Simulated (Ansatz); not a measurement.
Reaction (isomerisation): `C[SiH2]C[SiH3]` → `C[SiH2][SiH2]C`

Program: Ansatz. Geometries: PBE0-D4/def2-TZVP. ΔE: electronic, gas phase. CCSD(T)/CBS adds triple-zeta CCSD(T) − MP2 to the extrapolated MP2 energy (def2 sets, frozen cores). DFT in def2-TZVPP. B3LYP here is the variant with VWN-RPA as its local correlation; programs differ in this. One conformer a species, not always the lowest.

```tsv
level	ΔE (kJ/mol)	difference from CCSD(T)/CBS
PBE-D4	-5.7	-13.7
r2SCAN-D4	2.3	-5.7
PBE0-D4	-1.6	-9.6
B3LYP-D4	4.4	-3.6
ωB97X-V	5.8	-2.2
ωB97M-V	11.8	3.8
B2PLYP	6.5	-1.5
PBE	-7.5	-15.5
r2SCAN	2.0	-6.0
PBE0	-3.0	-11.0
B3LYP	1.5	-6.5
HF/def2-TZVPP	11.9	3.9
MP2/def2-TZVPP	14.0	6.0
SCS-MP2/def2-TZVPP	13.8	5.8
CCSD/def2-TZVPP	8.6	0.6
CCSD(T)/def2-TZVPP	8.1	0.1
HF/def2-QZVPP	12.6	4.6
MP2/def2-QZVPP	14.2	6.2
SCS-MP2/def2-QZVPP	13.9	5.9
HF/CBS(def2)	12.7	4.7
MP2/CBS(def2)	13.9	5.9
CCSD/CBS(def2)	8.5	0.5
CCSD(T)/CBS	8.0	0
```

Largest T1 diagnostic among the species: 0.011.

From PBE to PBE0 (25 % exact exchange), in def2-TZVPP and without D4, ΔE moves by +4.4 kJ/mol.

CCSD(T)/CBS has its own doubt, a few kJ/mol and more with outer-core shells, so smaller differences from it don't rank the levels.
